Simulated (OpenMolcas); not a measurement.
Pt3+ in a point-charge field

Pt3+ among 6 point charges of -1.5 e arranged as a trigonal antiprism (D3d), 2.22 Å from the ion, with a polar angle of 60.8° against the regular 54.74°.

```json
{"Program": "OpenMolcas 26.06", "Method": "SS-CASPT2, IPEA 0.25 Eh, imaginary shift 0.1 Eh (closed shells correlated: 5s 5p)", "Basis": "ANO-RCC-VDZP [7s6p4d2f]", "Scalar Hamiltonian": "DKH2, point nucleus", "Active space": "7 electrons in 5 orbitals (5d)", "State averaging": "2S+1 = 4 even, 10 roots; 2S+1 = 2 even, 40 roots", "Spin-orbit coupling": "RASSI with atomic mean-field integrals over the reference wave functions"}
```

The lowest spin-free states (labels of D3, the rotations of D3d), above the lowest:

```
State  Degeneracy  E (cm-1)  Free-ion L (%)
   4E           2         0          F (95)
  4A2           1       680         F (100)
   4E           2      4730          F (99)
  4A1           1      6510         F (100)
  4A2           1     10870          F (95)
   2E           2     11040          G (52)
   2E           2     14140          G (73)
  2A2           1     14730          G (79)
  2A1           1     14830          G (75)
   4E           2     14880          P (93)
   2E           2     15070          G (68)
  2A2           1     16710          P (74)
   2E           2     17660          H (40)
  2A1           1     18490          G (98)
   2E           2     20200          H (64)
  4A2           1     20660          P (95)
  2A1           1     20720          D (45)
  2A2           1     21980          H (83)
   2E           2     22420          H (58)
   2E           2     23900          H (53)
```

The lowest levels with spin-orbit coupling:

```json
{"E (cm-1)": "0", "Degeneracy": "2", "Label": "E1/2", "2S+1": "4 (88 %)", "g": "1.00 5.71 5.71"}
{"E (cm-1)": "760", "Degeneracy": "2", "Label": "E3/2", "2S+1": "4 (85 %)", "g": "0.00 0.00 4.37"}
{"E (cm-1)": "900", "Degeneracy": "2", "Label": "E1/2", "2S+1": "4 (84 %)", "g": "0.05 4.40 4.40"}
{"E (cm-1)": "2720", "Degeneracy": "2", "Label": "E1/2", "2S+1": "4 (80 %)", "g": "2.73 4.65 4.65"}
{"E (cm-1)": "3110", "Degeneracy": "2", "Label": "E3/2", "2S+1": "4 (73 %)", "g": "0.00 0.00 9.52"}
{"E (cm-1)": "10270", "Degeneracy": "2", "Label": "E1/2", "2S+1": "4 (79 %)", "g": "0.29 2.27 2.27"}
{"E (cm-1)": "10600", "Degeneracy": "2", "Label": "E3/2", "2S+1": "4 (57 %)", "g": "0.00 0.00 1.77"}
{"E (cm-1)": "11220", "Degeneracy": "2", "Label": "E1/2", "2S+1": "4 (77 %)", "g": "0.39 0.39 3.00"}
{"E (cm-1)": "12680", "Degeneracy": "2", "Label": "E3/2", "2S+1": "4 (83 %)", "g": "0.00 0.00 2.37"}
{"E (cm-1)": "12850", "Degeneracy": "2", "Label": "E1/2", "2S+1": "4 (89 %)", "g": "1.13 1.13 2.58"}
{"E (cm-1)": "13750", "Degeneracy": "2", "Label": "E1/2", "2S+1": "4 (70 %)", "g": "1.35 1.35 2.43"}
{"E (cm-1)": "14420", "Degeneracy": "2", "Label": "E1/2", "2S+1": "4 (73 %)", "g": "1.55 1.55 3.58"}
{"E (cm-1)": "15910", "Degeneracy": "2", "Label": "E1/2", "2S+1": "4 (64 %)", "g": "1.04 1.04 1.67"}
{"E (cm-1)": "17460", "Degeneracy": "2", "Label": "E3/2", "2S+1": "4 (56 %)", "g": "0.00 0.00 1.69"}
{"E (cm-1)": "18840", "Degeneracy": "2", "Label": "E1/2", "2S+1": "4 (56 %)", "g": "1.04 1.04 1.71"}
{"E (cm-1)": "18840", "Degeneracy": "2", "Label": "E3/2", "2S+1": "2 (70 %)", "g": "0.00 0.00 5.99"}
{"E (cm-1)": "19730", "Degeneracy": "2", "Label": "E1/2", "2S+1": "4 (56 %)", "g": "2.22 2.22 2.91"}
{"E (cm-1)": "20400", "Degeneracy": "2", "Label": "E1/2", "2S+1": "4 (60 %)", "g": "1.19 1.53 1.53"}
{"E (cm-1)": "20940", "Degeneracy": "2", "Label": "E3/2", "2S+1": "2 (66 %)", "g": "0.00 0.00 3.96"}
{"E (cm-1)": "21300", "Degeneracy": "2", "Label": "E1/2", "2S+1": "2 (58 %)", "g": "0.09 1.40 1.40"}
```

Powder χT (cm3 K/mol): 2.08 at 2 K, 2.12 at 10 K, 2.32 at 50 K, 2.58 at 100 K, 3.08 at 200 K, 3.51 at 300 K. The effective moment at 300 K is 2.828 √(χT) = 5.30 μB.

Roots that are degenerate in the reference are averaged as groups; the widest CASPT2 spread within a group is 65 cm-1 (the 2-fold group of multiplicity 2 near 17700 cm-1 above the lowest state of its run). Shifts and gaps below about the spread of the groups concerned are not significant. Spin-orbit coupling mixes the spin-free states strongly: the lowest level takes only 53 % from its leading state, 4E. An orbital doublet at a regular site is open to a Jahn-Teller distortion, which this geometry leaves out. This shell can be high or low spin here, a state of another spin lies low, and with metal d orbitals alone active their balance is uncertain, so the ground spin may be wrong. Point charges give a weaker field than real ligands, and real ions of this kind are as a rule low spin; the high spin found here belongs to the model. Free-ion shares, where given, are those of the reference states; single-state CASPT2 does not remix them. Point charges carry no covalency, so the field is a model and not that of real ligands. No measured value stands beside these numbers.
